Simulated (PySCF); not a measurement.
## From a computed spectrum to the compound

A species of 7 atoms with charge -1 has these harmonic modes (PBE0, small Gaussian bases with core potentials, PySCF 2.14.0):

```csv
cm⁻¹,km/mol,symmetry
70,9.4,a'
75,36.0,a''
128,17.7,a'
149,22.3,a'
226,0.7,a''
305,36.2,a'
381,69.4,a''
449,24.4,a'
533,86.5,a'
660,46.0,a''
817,6.9,a''
954,293.5,a'
1756,178.1,a'
3557,180.8,a''
3567,302.2,a'
```

(1) Which species is it, and in which structure?

Results:

(1) [HgF3(H2O)]− (singlet):
```xyz
7

Hg    0.0199   -0.1670    0.1670
F     0.6584    1.8638    0.2623
F    -0.6668   -1.5071    1.5071
F     0.6584   -0.2623   -1.8638
O    -0.9746    1.7947   -1.7947
H    -0.3919    2.1271   -1.0775
H    -0.3919    1.0775   -2.1271
```
Ideal gas at 298.15 K and 1 bar: S = 380.2 J/(mol K), Cp = 105.5 J/(mol K), H − H(0 K) = 22.7 kJ/mol (rigid rotor, harmonic modes, spin degeneracy alone). 
 The answer isn't unique; the calculation gave this one.
